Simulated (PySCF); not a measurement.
dialuminium oxide (Al2O), SMILES [Al][O][Al] (connectivity only; charge and spin as stated), neutral, multiplicity 1.

Geometry: r2SCAN-D4/def2-TZVP.

Level of theory: r2SCAN/def2-TZVPD run with PySCF.

Gas-phase values at a fixed geometry.

Computed frontier levels, gap, dipole moment and polarisability:
| Property | Result |
|---|---|
| highest occupied level | -5.41 eV |
| lowest empty level | -1.75 eV |
| orbital gap | 3.66 eV |
| dipole moment | 0.00 D |
| quadrupole, principal values (traceless, Buckingham form, about the centre of nuclear charge) | -7.67, 3.83, 3.83 D·Å |
| mean static polarisability | 86.9 bohr³ (12.88 Å³) |
| polarisability, principal values | 81.9, 81.9, 96.9 bohr³ |
